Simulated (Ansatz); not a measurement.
`O=CC([SiH3])=S` + H₂ → `[SiH3]C=S` + `C=O`  (hydrogenolysis of a C–C bond)

Gas-phase electronic energies from Ansatz, PBE0-D4/def2-TZVP geometries. CCSD(T)/CBS is the MP2 limit (def2-TZVPP, def2-QZVPP) plus CCSD(T) − MP2 in def2-TZVPP, frozen cores. This one scheme is used for every species. Functionals use def2-TZVPP. B3LYP here is the variant with VWN-RPA as its local correlation; programs differ in this. Each species was taken in one conformer, which may not be the lowest.

(1) Is it downhill or uphill in electronic energy at CCSD(T)/CBS, and by how much? (Best estimate.)

(2) What do these levels give: PBE0-D4, ωB97M-V, PBE, PBE0, B3LYP, MP2/def2-TZVPP, SCS-MP2/def2-TZVPP, CCSD/def2-TZVPP, HF/def2-QZVPP, MP2/def2-QZVPP, SCS-MP2/def2-QZVPP, HF/CBS(def2)? (Best estimate.)

Largest T1 diagnostic among the species: 0.016.

Answers

(1) The calculation gave: Downhill: ΔE = -2.0 kcal/mol.

(2) Computed: PBE0-D4 -1.3, ωB97M-V -2.2, PBE -1.4, PBE0 -2.8, B3LYP -4.2, MP2/def2-TZVPP -0.1, SCS-MP2/def2-TZVPP -2.0, CCSD/def2-TZVPP -4.1, HF/def2-QZVPP -9.1, MP2/def2-QZVPP 0.0, SCS-MP2/def2-QZVPP -2.0, HF/CBS(def2) -9.1 kcal/mol.

The D4 term adds +2.8 kcal/mol with B3LYP and +1.5 kcal/mol with PBE0; it sums over pairs of atoms, weighted by their polarisabilities, and B3LYP, whose exchange is more repulsive, gets the larger term. From PBE to PBE0 (25 % exact exchange), in def2-TZVPP and without D4, ΔE moves by −1.4 kcal/mol.
